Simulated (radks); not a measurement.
Problem. All-electron atom: the argon ion Ar3+ in [Ne] 3s2 3p3. Method: non-relativistic Kohn-Sham, PBEsol, spin-polarised, spherical densities, point nucleus; open shells are filled with parallel spins first; computed with a radial shooting solver on a logarithmic mesh with Libxc functionals. Some entries of the table are withheld. Estimate them.

| orbital | occ. | eigenvalue (hartree) | r(max) (bohr) | <r^2> (bohr^2) |
|---|---|---|---|---|
| 1s up | 1 | -115.8176 | 0.05659 | 0.01000 |
| 1s down | 1 | -115.7888 | 0.05659 | 0.010000 |
| 2s up | 1 | -12.57660 | 0.3406 | 0.2056 |
| 2s down | 1 | -12.54918 | 0.3408 | 0.2050 |
| 2p up | 3 | -10.21300 | 0.2811 | 0.1764 |
| 2p down | 3 | -10.17527 | 0.2815 | 0.1758 |
| 3s up | 1 | (1) | 1.137 | 1.908 |
| 3s down | 1 | (2) | 1.136 | 1.946 |
| 3p up | 3 | (3) | 1.197 | (4) |
| 3p down | 0 | (5) | 1.201 | (6) |

Solution. 
(1) 3s up eigenvalue (hartree): -2.45836
(2) 3s down eigenvalue (hartree): -2.28657
(3) 3p up eigenvalue (hartree): -1.89306
(4) 3p up <r^2> (bohr^2): 2.231
(5) 3p down eigenvalue (hartree): -1.72808
(6) 3p down <r^2> (bohr^2): 2.320
